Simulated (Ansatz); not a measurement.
Start from `C=C[SiH](O)S[SiH2]O` and change one atom or group to get `C=C[Si@@H](O)[Si@@H](O)F`.

Ansatz, PBE0-D4/def2-TZVP geometries, multiplicity 1. Each molecule was computed in one conformer, which needn't be the lowest.

| property | `C=C[SiH](O)S[SiH2]O` |
| --- | --- |
| LUMO energy (PBE/def2-TZVPP) / eV | -1.70 |
| size of the dipole moment (B3LYP/def2-TZVPP) / D | 0.98 |
| LUMO energy (PBE0/def2-TZVPP) / eV | -0.70 |
| LUMO energy (B3LYP/def2-TZVPP) / eV | -0.90 |
| HOMO energy (B3LYP/def2-TZVPP) / eV | -7.38 |
| LUMO energy (ωB97M-V/def2-TZVPP) / eV | 1.35 |

**Question.** What does the change do to each property? (Estimate.)

**Answer.** Ansatz gave: 
| property | `C=C[Si@@H](O)[Si@@H](O)F` | shift |
| --- | --- | --- |
| LUMO energy (PBE/def2-TZVPP) / eV | -1.65 | 0.05 |
| size of the dipole moment (B3LYP/def2-TZVPP) / D | 1.19 | 0.21 |
| LUMO energy (PBE0/def2-TZVPP) / eV | -0.72 | -0.02 |
| LUMO energy (B3LYP/def2-TZVPP) / eV | -0.92 | -0.02 |
| HOMO energy (B3LYP/def2-TZVPP) / eV | -7.25 | 0.13 |
| LUMO energy (ωB97M-V/def2-TZVPP) / eV | 1.13 | -0.22 |

Dipoles are sizes alone; their direction can turn.

B3LYP here is the variant with VWN-RPA as its local correlation; programs differ in this.
